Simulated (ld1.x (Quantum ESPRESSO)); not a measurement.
## Before and after: TM potential for carbon

- Element: C
- Generator: ld1.x (Quantum ESPRESSO) 7.5
- Type: norm-conserving Troullier–Martins (Kleinman–Bylander form)
- Functional: PBE
- Relativity: non-relativistic
- Frozen core: [He]
- Valence charge: 4
- Reference configuration: 2s2 2p2
- Partial waves: 2p (bound): rc 2.30 bohr; 3d channel at -0.1 Ry: rc 1.75 bohr; 2s (bound): rc 0.95 bohr
- Local potential: the s channel
- Core correction: Bessel-smoothed model core, default radius (core density twice the valence density)

All-electron outer shells of the reference configuration (PBE, non-relativistic, ld1.x):

| shell | level (eV) | outermost node (bohr) | outermost maximum (bohr) |
| --- | --- | --- | --- |
| 2s | -13.74 | 0.38 | 1.22 |
| 2p | -5.29 | – | 1.20 |

Change: type PAW; waves now 2s (bound): rcut 0.85, rcutus 0.95 bohr; 2s channel at -0.4 Ry: rcut 0.85, rcutus 0.95 bohr; 2p (bound): rcut 2.00, rcutus 2.30 bohr; 2p channel at 0.15 Ry: rcut 2.00, rcutus 2.30 bohr; 3d channel at -0.1 Ry: rcut 1.50, rcutus 1.75 bohr; 3d channel at 1.7 Ry: rcut 1.50, rcutus 1.75 bohr; local potential all-electron potential smoothed inside 1.35 bohr (lloc = -1); augmentation BESSEL, radius 0.85 bohr.

Cutoffs: the cutoffs (Ry, on a coarse ladder) from which the occupation-weighted sum of valence levels, in a spherical-Bessel basis at the reference potential, stays within 10 and 1 mRy of its value at 400 Ry; they do not see the model core or the augmentation charge, which bear on the density cutoff. Errors are all-electron minus pseudo energies relative to the spin-unpolarised reference configuration.

Q: How do hardness, ghosts and transferability respond?

A: The potential gets softer (35 Ry and 90 Ry → 30 Ry and 45 Ry); the number of tests that count goes from 7 to 4; of the 4 tests that both files solve, the error grows in 3 and shrinks in 1 by more than 15 % and 0.3 meV (median size 7.6 → 135.2 meV); the range in which the p phases agree widens (upper end 1.5 → at the end of the scan); neither file shows a bound ghost at the reference potential, the only one tested. Several settings change at once here, so the effects cannot be laid on one of them.

| quantity | base | changed |
| --- | --- | --- |
| cutoff, loose | 35 Ry | 30 Ry |
| cutoff, tight | 90 Ry | 45 Ry |
| loose cutoff by channel (10 mRy a level) | p 21 Ry, s 30 Ry | s 25 Ry, p 10 Ry |
| bound ghosts | none | none |
| tests counted (converged, no solver errors) | 7 of 7 | 4 of 7 |
| error for 2s0 2p4, meV [ΔE 16.94 eV] | -35 | +0.5 |
| error for 2s2 2p2.3, meV [ΔE -1.16 eV] | +0.5 | -255 |
| error for 2s2 2p1.5, meV [ΔE 3.97 eV] | +6.2 | -15 |
| error for 2s1 2p3, meV [ΔE 8.46 eV] | -8.9 | -279 |
| s: phases at 2.50 bohr within 0.05 rad from the reference energy up to (Ry; the scan ends near 5) | to the end of the scan | 4.8 |
| p: phases at 2.50 bohr within 0.05 rad from the reference energy up to (Ry; the scan ends near 5) | 1.5 | to the end of the scan |
| d: phases at 2.50 bohr within 0.05 rad from the reference energy up to (Ry; the scan ends near 5) | to the end of the scan | to the end of the scan |

Changed file: Tests not counted: 2s2 2p1 (solver errors, printed error -53.8 eV); 2s2 2p0 (solver errors, printed error -31.4 eV); 2s1 2p0 (solver errors, printed error -7.8 eV).
